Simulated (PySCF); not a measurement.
**Bond energies at CCSD(T)/def2-TZVPP beside a composite method**

PySCF, lowest determinants of a PBE0 search. The composite is CCSD(T) extrapolated to the basis-set limit from two correlation-consistent sets, with core-valence (CV) and scalar-relativistic (SR) terms as its label shows; it has no spin–orbit coupling and nothing beyond (T).

```tsv
species	state (unpaired electrons)	De CCSD(T) (eV)	De composite (eV)	composite	dissociates to
Se2	triplet (π ↑↑)	3.38	3.55	CCSD(T)/CBS(TQ)	Se + Se
AlF	singlet (closed shell)	6.83	7.09	CCSD(T)/CBS(TQ)+CV+SR	Al + F
CsF	singlet (closed shell)	4.81	5.28	CCSD(T)/CBS(DT)+CV	Cs + F
TeCl	doublet (π ↑)	2.50	2.76	CCSD(T)/CBS(TQ)	Te + Cl
GeH	doublet (π ↑)	2.91	2.95	CCSD(T)/CBS(DT)	Ge + H
ICl	singlet (closed shell)	2.17	2.43	CCSD(T)/CBS(TQ)+CV	I + Cl
PbBr	doublet (π ↑)	3.27	3.33	CCSD(T)/CBS(DT)	Pb + Br
C2	triplet (σ ↑, π ↑)	5.97	6.23	CCSD(T)/CBS(TQ)+CV+SR	C + C
```

**Question.** Does CCSD(T) bind more or less than the composite, by how much on average, and where is the difference largest?

**Answer.** CCSD(T)/def2-TZVPP binds less on average, method and basis taken together: the mean signed difference is -0.22 eV and the mean absolute one 0.22 eV; it is largest for CsF (-0.47 eV).

The molecules are drawn from runs that passed checks on state, spin purity and fit, so the hardest cases are missing and the errors look smaller than over all diatomics.

Correlated steps freeze the inner cores (1 to 24 orbitals); shallow outer-core shells are correlated. UHF and ROHF references stand side by side, which adds small steps between rows. These are scalar-relativistic numbers at best; spin–orbit coupling would shift them, the dissociation energy most. Where the molecule has an RHF reference, its open-shell atoms are computed with UHF. States were picked by a PBE0 search and need not be the measured ground states.
